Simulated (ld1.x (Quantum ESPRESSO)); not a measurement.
**Co: TM pseudisation with BLYP, scalar-relativistic reference atom.**

ld1.x (Quantum ESPRESSO) 7.5 input, shortened:

```
&input
   title='Co', zed=27., rel=1, dft='BLYP', iswitch=3,
   config='[Ar] 3d7 4s1 4p0'
 /
 &inputp
   pseudotype=2, tm=.true., lloc=0,
   nlcc=.false.
 /
3
3P  2  1   6.00   0.00  0.85  0.85  0.0
3D  3  2   7.00   0.00  1.55  1.55  0.0
3S  1  0   2.00   0.00  1.10  1.10  0.0
 &test
   configts(1)='3s2 3p6 3d7 4s1 4p0'
 /
```

Occupied shells without a wave of their own: 4s. They enter only through the test configuration that unscreens the potential.

* Cutoffs needed: 160 Ry and 260 Ry (the cutoffs (Ry, on a coarse ladder) from which the occupation-weighted sum of valence levels, in a spherical-Bessel basis at the reference potential, stays within 10 and 1 mRy of its value at 400 Ry)
* Ghost test: no extra level below or beside the all-electron valence levels (p, d, s, f tested) (spherical-Bessel basis up to 400 Ry, 20 bohr box)
* Largest excitation error: -1136 meV (all-electron minus pseudo) for 3s2 3p6 3d6 4s0 4p0, out of 7 test configurations
